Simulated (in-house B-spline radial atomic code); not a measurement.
## Two electrons outside the [He] 2s2 core: Ne4+

Computed with a B-spline radial code for spherical atoms: configuration interaction (CI) of the two valence electrons in the field of the frozen Dirac-Fock core, alone and with many-body perturbation theory for the core (screened one- and two-electron correlation potentials), Breit and QED terms; no-pair Dirac Hamiltonian, finite nucleus. Labels give the configuration (outer n counted up each series) and the leading LS term, or the jj pair where no LS term holds 70 %.

The outer s² shell of this core is soft: its mixing with p² is only treated to second order, so levels can be several per cent off.

Command:
```bash
python run_mb.py task.json out
```
Settings (nuclear radius in fm, box in bohr, cutoff in hartree):
```
basis_form          3
Z                   10
core_configuration  [He] 2s2
rms_radius          3.0055
mass_number         20
speed_of_light      137.036
box_radius          15.0
lmax                6
intervals           65
virtual_cutoff      300.0
```

Run time, properties included: 60 s on 1 thread of Intel(R) Xeon(R) Platinum 8488C, on a shared host.

Excitation energies (cm⁻¹):

```
  level  purity of the LS term  CI alone  CI + MBPT + Breit + QED  Landé g of the LS mixture
2p2 3P0                    1.0         0                        0                          -
2p2 3P1                    1.0         ?                        ?                          ?
2p2 3P2                    1.0         ?                        ?                          ?
2p2 1D2                    1.0     30452                    29702                       1.00
2p2 1S0                    1.0     71837                    69854                          -
```

Problem. Where does 2p2 3P2 lie?

Solution. 1266 cm⁻¹ in CI alone and 1106 cm⁻¹ with all corrections; g = 1.50.

Problem. Where does 2p2 3P1 lie?

Solution. 439 cm⁻¹ in CI alone and 409 cm⁻¹ with all corrections; g = 1.50.

Problem. What is the first ionisation energy?

Solution. 126.48 eV to the 2p1/2 state of the next ion (124.64 eV from CI alone). NIST lists 126.247 ± 0.012 eV (measured).
